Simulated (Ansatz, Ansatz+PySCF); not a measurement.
```xyz
2

Li    0.0000    0.0000   -1.9532
F     0.0000    0.0000    0.6511
```

Basis set: STO-3G (spherical functions). Frozen core: 1 orbital. Charge 0, multiplicity 1.

Computed with Ansatz (development build ahead of 0.2.0); each method stands on the lowest determinant of its kind that the runs found. Restricted open shells among the atoms or ions are ROHF, correlated in semicanonical orbitals with singles. Restricted functionals stand beside restricted open-shell atoms, which can lie above the unrestricted atoms usual in DFT and then raise those values.

The atomization energy at this shape (free ground-state atoms in the same class of orbitals less the molecule, no zero-point energy) of singlet LiF:

| method | atomization energy |
| --- | --- |
| PBE0 (unrestricted) | 0.97 eV |
| RHF-CCSD(T) | 0.58 eV |
| UHF-MP2 | 0.37 eV |
| RHF-MP2 | -0.83 eV |
| UHF-CCSD(T) | 0.39 eV |
| RHF | -2.50 eV |
| UHF | 0.34 eV |

Task: What does PBE0 (restricted) give?

Result: 0.70 eV. Caution: the shape is not the minimum. Caution for PBE0 (unrestricted): the unrestricted determinant is spin contaminated. Caution for RHF-CCSD(T), RHF-MP2, RHF: an unrestricted determinant lies well below. Caution for RHF-CCSD(T), UHF-MP2, RHF-MP2, UHF-CCSD(T): large amplitudes, a single reference is doubtful. Caution for UHF-MP2, UHF-CCSD(T): a plain start can end on a higher determinant. Caution for UHF-MP2, UHF-CCSD(T), UHF: the unrestricted determinant is a mixture of spin states. Caution for UHF-CCSD(T): another reference gives a lower total. Caution for RHF: the molecule lies well above its atoms at this level.

This basis has no polarisation functions and is too small for such energies, which can lie far from measured ones in either direction.
